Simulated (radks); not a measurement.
These are the eigenvalues of the occupied orbitals of an atom or ion with whole-number occupations (hartree). All-electron calculation, scalar-relativistic Kohn-Sham, BLYP, spin-polarised, spherical densities, finite nucleus; Fermi nuclear charge, rms radius of each element as measured or else 0.836 A^(1/3) + 0.57 fm. Program: a radial shooting solver on a logarithmic mesh with Libxc functionals.

1s down: -461.4790
1s up: -461.4790
2s down: -60.85864
2s up: -60.85860
2p down: -53.75916
2p up: -53.75913
3s up: -9.59952
3s down: -9.59950
3p up: -7.37809
3p down: -7.37806
3d up: -3.70566
3d down: -3.70554
4s up: -2.15524
4s down: -2.15224
6f up: -0.22000

Which element is it, and in what charge state? The configuration may be excited. Open shells, if any, are filled with parallel spins first.

Answer. Z = 34, selenium, charge +3: Se3+ in [Ar] 3d10 4s2 6f1. The list shows which subshells hold electrons but not how many an open one holds; the 1s level, -461.48 hartree, gives Z - s = 30.4 by -(Z - s)^2/2, which with screening and relativity narrows Z to a few neighbours, and the depths of the outer levels then fix element, charge and occupations together.
